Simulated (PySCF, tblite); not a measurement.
Isomers of [C5H9NO2]- (charge -1 and doublet state), one GFN2-xTB conformer each. Single-point energies are computed at B3LYP/pcH-1 (PySCF, gas phase, no added dispersion term), electronic only. GFN2-xTB treats the open shell by occupation alone, and not every SCF solution was tested for stability.

Task: Rank them by B3LYP/pcH-1 energy, lowest first (kJ/mol).
A. `[CH3:1][NH:2][C:3]([O-:4])[C@H:5]([CH3:6])[CH:7]=[O:8]` (charge -1 and doublet state) with C1–N2–C3–O4 -16°, N2–C3–C5–C6 45°, C3–C5–C7–O8 79°
B. `[CH3:1][O:2][C@@H:3]1[CH2:4][C@H:5]1[C:6]([NH2:7])[O-:8]` (charge -1 and doublet state) with C1–O2–C3–C4 144°, C4–C5–C6–N7 41°

Result: A (0.0), B (230.9).

As drawn, the higher has a three-membered ring, which the lower lacks. GFN2-xTB itself gives, in the same order: 0.0, 186.3. Both levels put the same isomer lowest.

Task: What happens when harmonic zero-point energies from GFN2-xTB frequencies are added?

Result: 
```
                    SMILES  ZPE (kJ/mol)  electronic (kJ/mol)  with ZPE (kJ/mol)
    CN[C]([O-])[C@H](C)C=O         349.1                  0.0                0.0
CO[C@@H]1C[C@H]1[C](N)[O-]         345.4                230.9              227.2
```

The zero-point energies span 3.7 kJ/mol. The order is unchanged.
